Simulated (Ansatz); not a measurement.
Molecule: sum formula GaHBr₂, charge 0, multiplicity 1. SMILES: [Br][GaH][Br]
Geometry: optimised at B3LYP-D3(BJ)/def2-TZVP (Ansatz, a quantum-chemistry and plane-wave program).

Parts of the frozen-core correlation energy in cc-pV5Z (Ansatz, hartree). Frozen orbitals: 42; correlated occupied orbitals by spin: 9 and 9; virtual: 316 and 316. No spin-orbit coupling. Non-relativistic.

```
term                             value
-------------------------  -----------
reference (HF)             -7068.92822
MP2 opposite-spin             -0.35018
MP2 same-spin                 -0.09763
CCSD correlation              -0.47632
(T)                           -0.02134
T1 diagnostic                    0.009
largest doubles amplitude        0.021
```
